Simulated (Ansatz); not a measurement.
Basis-set series for C₃H₈SSi, SMILES `C=CC([SiH3])S`. The species carries charge 0 and has multiplicity 1. The structure was optimised at the PBE0-D4/def2-TZVP level. It is one conformer, not always the lowest.

| functional | basis | functions | energy (Eh) | HOMO (eV) | LUMO (eV) |
| --- | --- | --- | --- | --- | --- |
| PBE0-D4 | def2-SVP | 118 | -806.07937 | -6.78 | -0.08 |
| PBE0-D4 | def2-TZVPP | 289 | -806.44886 | -6.93 | -0.29 |
| ωB97M-V | def2-SVP | 118 | -806.36002 | -8.97 | 2.06 |
| ωB97M-V | def2-TZVPP | 289 | -806.73755 | -9.13 | 1.73 |

Task: Give the rows for def2-QZVPP. (An estimate is asked.)

Result: Computed: 
```json
{"functional": "PBE0-D4", "basis": "def2-QZVPP", "functions": "551", "energy (Eh)": "-806.47765", "HOMO (eV)": "-6.96", "LUMO (eV)": "-0.37"}
{"functional": "ωB97M-V", "basis": "def2-QZVPP", "functions": "551", "energy (Eh)": "-806.76479", "HOMO (eV)": "-9.17", "LUMO (eV)": "1.50"}
```

Positive LUMOs are unbound and depend on the basis.
